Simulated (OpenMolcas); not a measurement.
Pt4+ among 5 point charges of -2 e arranged as a trigonal bipyramid (D3h), 2.06 Å from the ion, with the axial distance 2.390 Å.
```
   2.0600    0.0000    0.0000  -2.00
  -1.0300    1.7840    0.0000  -2.00
  -1.0300   -1.7840    0.0000  -2.00
   0.0000    0.0000    2.3896  -2.00
   0.0000    0.0000   -2.3896  -2.00
```

| Item | Value |
| --- | --- |
| Program | OpenMolcas |
| Method | CASSCF |
| Basis | ANO-RCC-VDZP [7s6p4d2f] |
| Scalar Hamiltonian | DKH2, point nucleus |
| Active space | 6 electrons in 5 orbitals (5d) |
| State averaging | 2S+1 = 5 even, 5 roots; 2S+1 = 3 even, 45 roots; 2S+1 = 1 even, 50 roots |
| Spin-orbit coupling | state interaction with AMFI integrals over the reference wave functions |

Question: What is the spin-free ground state (labels of D3, the rotations of D3h)?

Answer: 5E, 2-fold in its orbital part, 100 % from free-ion D terms; it has the highest spin that d6 allows.

Question: Where is the first state of the same spin?

Answer: 5E at 3490 cm-1 above the ground state.

Question: What are the lowest two levels with spin-orbit coupling?

Answer: A 2-fold level E with g = 0.00, 0.00, 5.77, then a 1-fold level A1 73.6 cm-1 above it. Their leading multiplicities are 5 (82 %) and 5 (77 %).

Question: What is χT at 300 K?

Answer: 4.72 cm3 K/mol.

Spin-orbit coupling mixes the spin-free states strongly: the lowest level takes only 62 % from its leading state, 5E. An orbital doublet at a regular site is open to a Jahn-Teller distortion, which this geometry leaves out. Without dynamic correlation the repulsion within the d shell is too large (B by tens of per cent), so at a given field states of lower spin stand too high. Point charges give a weaker field than real ligands, and real ions of this kind are as a rule low spin; the high spin found here belongs to the model. The ground term spreads over less than 5000 cm-1, several times less than with real ligands, so orbital moments are less quenched and χT lies further from the spin-only value than at real sites. This is an electrostatic model: the charges have no orbitals. No measured value stands beside these numbers.

With an even number of electrons the g values are those of a degenerate or nearly degenerate non-Kramers pair.
